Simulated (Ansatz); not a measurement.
Mulliken charges of `[TeH][C]1=[CH][AlH]1` from ωB97M-V/def2-TZVPP in Ansatz (PBE0-D4/def2-TZVP geometry).

| atom | x (Å) | y (Å) | z (Å) | charge (e) |
| --- | --- | --- | --- | --- |
| Te1 | -2.351 | 0.208 | 0.043 | 0.120 |
| C2 | -0.280 | -0.009 | 0.065 | -0.232 |
| C3 | 0.528 | -0.482 | 1.062 | -0.278 |
| Al4 | 1.522 | 0.000 | -0.420 | 0.338 |
| H5 | -2.382 | 0.818 | -1.498 | -0.018 |
| H6 | 0.265 | -0.845 | 2.053 | 0.113 |
| H7 | 2.759 | 0.242 | -1.352 | -0.044 |

Task: By hand: the dipole of these point charges (1 e Å = 4.8032 D).

Result: Σ q r = (0.102, 0.040, -0.129) e Å, of length 0.169 e Å = 0.81 D.

Task: How does the dipole of the full density compare? (An estimate is asked.)

Result: Computed: (0.364, 0.017, -0.136) e Å, 1.87 D; the point charges give 0.43 times that, at 33° from its direction.

Point charges leave out the atoms' own dipoles, such as those of lone pairs, and Mulliken's split depends on the basis, so the two needn't agree.
